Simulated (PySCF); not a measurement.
Match the calculated data to a structure.

All candidates are C11H12.

| technique | computed result |
| --- | --- |
| Rotational structure | rotational constants A, B, C: 2.446, 0.718, 0.689 GHz [GFN2-xTB] |
| 13C NMR | chemical shifts (computed TMS as zero) by class: 164.7 (1 C), 153.5 (1 C), 133.9 (2 C), 133.6 (2 C), 131.7 (1 C), 116.6 (1 C), 51.2 (1 C), 29.9 (1 C), 29.8 (1 C) ppm [GIAO PBE0/pcSseg-1] |
| 1H NMR | chemical shifts (computed TMS as zero) by class: 7.59 (2 H), 7.54 (2 H), 7.48 (1 H), 5.41 (1 H), 5.15 (1 H), 3.91 (1 H), 2.99 (1 H), 2.91 (1 H), 2.55 (1 H), 1.90 (1 H) ppm [GIAO PBE0/pcSseg-1] |
| Dipole | 0.49 D [PBE0/pcSseg-1] |

Gas-phase values; electronic properties from PySCF, density fitting. Levels stand in brackets. Isolated species at its GFN2-xTB geometry (one conformer only). Each NMR value is the plain mean over a class of atoms that symmetry, rotation or inversion makes alike.

Question: Which candidate is it?
A. `C=C1C=CC=C(C2CC2)C=C1`
B. `CC#CCc1ccccc1C`
C. `C=C1CC[C@H]1c1ccccc1`

Answer: C. It is `C=C1CC[C@H]1c1ccccc1`. Numbering: `[CH2:1]=[C:2]1[CH2:3][CH2:4][C@H:5]1[c:6]1[cH:7][cH:8][cH:9][cH:10][cH:11]1`. Its formula, C11H12, gives 6 degrees of unsaturation: 2 rings and 4 π bonds in the structure found (Kekulé form). 11 carbons fall into 9 classes; from least to most shielded: fully substituted alkene carbon [C2] (164.7 ppm), substituted aromatic carbon [C6] (153.5 ppm), aromatic CH carbon [C8/C10] (133.9 ppm, 2 C), aromatic CH carbon [C7/C11] (133.6 ppm, 2 C), aromatic CH carbon [C9] (131.7 ppm), terminal =CH2 carbon [C1] (116.6 ppm), benzylic-type carbon [C5] (51.2 ppm), allylic carbon [C3] (29.9 ppm), four-membered-ring carbon [C4] (29.8 ppm). Hydrogen classes from least to most shielded: 2 H on the meta carbons, C8/C10 (7.59 ppm), 2 H on the ortho carbons, C7/C11 (7.54 ppm), 1 H on the para carbon, C9 (7.48 ppm), 1 H on a terminal =CH2 carbon, C1 (5.41 ppm), 1 H on a terminal =CH2 carbon, C1 (5.15 ppm), 1 H on a benzylic-type carbon, C5 (3.91 ppm), 1 H on an allylic carbon, C3 (2.99 ppm), 1 H on an allylic carbon, C3 (2.91 ppm), 1 H on a four-membered-ring carbon, C4 (2.55 ppm), 1 H on a four-membered-ring carbon, C4 (1.90 ppm). The optimised geometry has point group C1 and is an asymmetric top.

The others, at the same levels:
- `CC#CCc1ccccc1C` fails: it has 11 carbon classes against 9; its computed 13C shifts are 142.8 (1 C), 142.6 (1 C), 135.7 (1 C), 134.4 (1 C), 132.6 (1 C), 131.6 (1 C), 84.0 (1 C), 83.7 (1 C), 27.9 (1 C), 22.2 (1 C), 4.7 (1 C) ppm, 1H shifts are 7.48 (1 H), 7.46 (1 H), 7.43 (1 H), 7.39 (1 H), 3.47 (2 H), 2.66 (3 H), 1.92 (3 H) ppm and rotational constant A is 1.985 GHz (against 2.446 GHz).
- `C=C1C=CC=C(C2CC2)C=C1` fails: it has 10 carbon classes against 9; its computed 13C shifts are 157.0 (1 C), 154.0 (1 C), 147.7 (1 C), 144.2 (1 C), 138.5 (1 C), 133.5 (1 C), 126.3 (1 C), 113.0 (1 C), 20.5 (1 C), 15.1 (2 C) ppm, 1H shifts are 6.02 (1 H), 5.87 (1 H), 5.63 (1 H), 5.46 (1 H), 4.69 (1 H), 4.43 (1 H), 4.43 (1 H), 0.83 (2 H), 0.81 (1 H), 0.37 (2 H) ppm and rotational constant A is 2.975 GHz (against 2.446 GHz).

Each candidate is one conformer, not necessarily the lowest. The conformers computed, where there is a choice (atom-mapped SMILES and torsion angles):
- `[CH2:1]=[C:2]1[CH2:3][CH2:4][C@H:5]1[c:6]1[cH:7][cH:8][cH:9][cH:10][cH:11]1`: C4–C5–C6–C7 -118°
- `[CH3:1][C:2]#[C:3][CH2:4][c:5]1[cH:6][cH:7][cH:8][cH:9][c:10]1[CH3:11]`: C3–C4–C5–C6 -106°
- `[CH2:1]=[C:2]1[CH:3]=[CH:4][CH:5]=[C:6]([CH:7]2[CH2:8][CH2:9]2)[CH:10]=[CH:11]1`: C5–C6–C7–C8 -36°
